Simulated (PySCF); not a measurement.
**Computed vibrations of PmOCl**

PmOCl (singlet in the valence; each metal's 4f electrons, 4 of them, lie in its core potential, out of spins and levels). PySCF 2.14.0, RKS PBE0, Pm lcecp-1-SVP with ECP50, O def2-SVP, Cl def2-SVP; non-relativistic Hamiltonian with scalar-relativistic core potentials where named; density fitting; no spin-orbit coupling. Central differences of gradients.

```xyz
3

Pm    0.2727    0.0000   -0.3227
O     1.7907    0.0000    0.7361
Cl   -1.9493    0.0000    1.0007
```

Run from Python with OMP_NUM_THREADS=2. Where DIIS fails, smearing, a level shift and second-order steps follow.
It took 18 s on 2 threads of Arm Neoverse V1, with other jobs on the host.

**Question.** What are the harmonic wavenumbers and infrared intensities?

**Answer.** Modes are labelled in Cs; negative numbers are unstable modes, those under 60 cm⁻¹ near the noise; a finer grid moves soft modes by up to 10 cm⁻¹.
| cm⁻¹ | km/mol | symmetry |
| --- | --- | --- |
| 137 | 20.5 | a' |
| 318 | 66.1 | a' |
| 836 | 211.9 | a' |

**Question.** Is this a minimum?

**Answer.** Yes. Ideal gas at 298.15 K and 1 bar: S = 315.1 J/(mol K), Cp = 50.6 J/(mol K), H − H(0 K) = 12.9 kJ/mol (rigid rotor, harmonic modes, spin degeneracy alone, that of the 4f electrons in the core included).

An lcecp potential fixes the number of 4f electrons, so in runs with it no electron can move into or out of that shell.
